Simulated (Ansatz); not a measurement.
Kohn–Sham single points on `[OH][W]([OH])([OH])([OH])([F])[Cl]`.

```yaml
crystal:
  periodic: [false, false, false]
  atoms:
    - {symbol: O, position_ang: [0.231024, -1.924769, 0.026535]}
    - {symbol: W, position_ang: [-0.015071, -0.059260, 0.108035]}
    - {symbol: O, position_ang: [0.854402, 0.311077, 1.704422]}
    - {symbol: O, position_ang: [1.579774, 0.138315, -0.842648]}
    - {symbol: O, position_ang: [-0.994303, 0.172218, -1.471578]}
    - {symbol: F, position_ang: [-1.604649, -0.564769, 0.997988]}
    - {symbol: Cl, position_ang: [-0.654547, 2.257804, 0.373141]}
    - {symbol: H, position_ang: [-0.455828, -2.477770, 0.414490]}
    - {symbol: H, position_ang: [0.850940, 1.157003, 2.161463]}
    - {symbol: H, position_ang: [1.684383, 0.013518, -1.789279]}
    - {symbol: H, position_ang: [-1.476117, 0.976622, -1.682579]}
basis:
  gaussian: {orbitals: def2-TZVPP}
hamiltonian: {xc: {name: B97M-V}}
output: {orbitals: {seedname: orbitals}}
```

```sh
$ ansatz run in.yaml --threads 2 --pin off --events-out ev --progress --plain --max-ram 32768MiB --backend cuda --devices 0, --max-vram 18GiB
```

Shortened log:

```
Functional definition: B97M-V
1625 factors; their error is unknown
mean field evaluation 1: about -25299.3814 eV, gradient 1.2e2 eV
mean field evaluation 2: about -25060.4933 eV, gradient 3.6e2 eV
mean field evaluation 4: about -25321.6146 eV, gradient 4.0e1 eV
mean field evaluation 8: about -25324.7120 eV, gradient 5.1e-1 eV
mean field evaluation 16: about -25324.6989 eV, gradient 5.6e-3 eV
mean field -25324.69887196 eV, -930.6655178470 hartree, gradient 2.4e-5 eV, S^2 0.000000; 0 other end points of the search recorded, 0 dependent functions left out
reference -25324.69893415 eV, -930.6655201325 hartree; 38, 38 occupied and 271, 271 virtual orbitals, 1625 factors
Total energy: -25324.69893415 eV, -930.6655201325 hartree
```

Hardware: 2 threads of an AMD EPYC 7R13 on a shared host and a share of an NVIDIA H100 80 GB. Wall time 10 s, peak host memory 0.94 GiB.

With the line `hamiltonian: {xc: {name: BHLYP}, dispersion: d4}` (abridged; 7.5 s):

```
Functional definition: BHLYP
mean field evaluation 16: about -25321.6045 eV, gradient 9.1e-4 eV
mean field -25321.60452868 eV, -930.5518028291 hartree, gradient 5.0e-5 eV, S^2 0.000000
Total energy: -25322.03199199 eV, -930.5675118160 hartree
```

With the line `hamiltonian: {xc: {name: PBE-QIDH}}` (abridged; 7.5 s):

```
Functional definition: PBE-QIDH
mean field evaluation 16: about -25289.0469 eV, gradient 2.8e-3 eV
mean field -25289.04688911 eV, -929.3553316430 hartree, gradient 7.8e-6 eV, S^2 0.000000
10 core orbitals not correlated: weight in the atoms' cores, before any rotation towards them, 1.000 or more for the frozen orbitals, at most 0.000 for the correlated occupied ones
second order -59.48520006 eV of doubles, -0.00000000 eV of singles
Total energy: -25308.87530155 eV, -930.0840123601 hartree
```

The same input with `hamiltonian: {xc: lda}` (abridged; 6.5 s):

```
Functional definition: SPW92
mean field evaluation 16: about -25213.1090 eV, gradient 1.1e-2 eV
mean field -25213.10900374 eV, -926.5646658282 hartree, gradient 3.6e-5 eV, S^2 0.000000
Total energy: -25213.10904495 eV, -926.5646673429 hartree
```

With the line `hamiltonian: {xc: {name: r2SCAN0}, dispersion: d4}` (abridged; 8 s):

```
Functional definition: r2SCAN0
mean field evaluation 16: about -25322.7539 eV, gradient 1.4e-3 eV
mean field -25322.75386904 eV, -930.5940403082 hartree, gradient 4.7e-5 eV, S^2 0.000000
Total energy: -25322.84532533 eV, -930.5974012649 hartree
```

Changing it to `hamiltonian: {xc: {name: B3LYP}, dispersion: d4}` and forces (abridged; 13 s):

```
Functional definition: B3LYP
mean field evaluation 16: about -25332.0948 eV, gradient 3.7e-3 eV
mean field -25332.09476594 eV, -930.9373119376 hartree, gradient 2.3e-5 eV, S^2 0.000000
Total energy: -25332.61248809 eV, -930.9563378758 hartree
Atom 0 force     0.034037    -0.378860    -0.003929 eV/Å
Atom 1 force    -0.018047     0.017521     0.023239 eV/Å
Atom 2 force     0.200181     0.092464     0.369228 eV/Å
Atom 3 force     0.360715     0.042097    -0.230989 eV/Å
Atom 4 force    -0.218015     0.060656    -0.340291 eV/Å
Atom 5 force    -0.320462    -0.108603     0.180300 eV/Å
Atom 6 force    -0.088168     0.333709     0.037276 eV/Å
Atom 7 force     0.005918    -0.055103    -0.000519 eV/Å
Atom 8 force     0.024647    -0.002169     0.039276 eV/Å
Atom 9 force     0.039199     0.002500    -0.029324 eV/Å
Atom 10 force    -0.020003    -0.004210    -0.044268 eV/Å
Dipole moment:     0.162245    -0.154424    -0.294521 e Å
```

B3LYP takes the VWN-RPA correlation (the form of Gaussian; ORCA's B3LYP/G).
